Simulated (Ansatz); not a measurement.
F₆Si₂, charge -1, doublet, at the geometry of the source list (a state made from the parent by changing its charge; the spin is typed, not shown lowest) (a gas-phase anion, which may not be bound at this level); BLYP/STO-3G (Ansatz, a program for electronic structure).

Ansatz was given this input:
Ansatz 0.2 input:
```yaml
crystal:
  periodic: [false, false, false]
  atoms:
    - {symbol: F, position_ang: [1.90460000, -0.27700000, -1.23620000]}
    - {symbol: Si, position_ang: [1.11560000, -0.06470000, 0.11950000]}
    - {symbol: F, position_ang: [1.77810000, 1.22330000, 0.75800000]}
    - {symbol: F, position_ang: [1.60380000, -1.25280000, 1.04440000]}
    - {symbol: Si, position_ang: [-1.11560000, 0.06470000, -0.11950000]}
    - {symbol: F, position_ang: [-1.60380000, 1.25280000, -1.04440000]}
    - {symbol: F, position_ang: [-1.77810000, -1.22330000, -0.75800000]}
    - {symbol: F, position_ang: [-1.90460000, 0.27700000, 1.23620000]}
basis:
  gaussian:
    orbitals: STO-3G
hamiltonian:
  xc: blyp
total_charge: -1
magnetization: {spin_polarized: true, initial_magnetization: 1}
```

Output, abridged:

```
Functional definition: BLYP
624 factors; integrals over basis functions are off by at most 3.2e-5 eV
mean field evaluation 1: about -31621.8874 eV, gradient 1.8e1 eV
mean field evaluation 2: about -31620.4537 eV, gradient 2.4e1 eV
mean field evaluation 4: about -31624.3480 eV, gradient 1.0e-1 eV
mean field evaluation 8: about -31624.3453 eV, gradient 5.6e-4 eV
mean field evaluation 16: about -31623.1697 eV, gradient 1.8e0 eV
mean field -31624.34531036 eV, -1162.1732544046 hartree, gradient 3.3e-6 eV, S^2 0.750489; 0 other end points of the search recorded, 0 dependent functions left out
reference -31624.34550353 eV, -1162.1732615034 hartree; 42, 41 occupied and 6, 7 virtual orbitals, 624 factors
Total energy: -31624.34550353 eV, -1162.1732615034 hartree
```
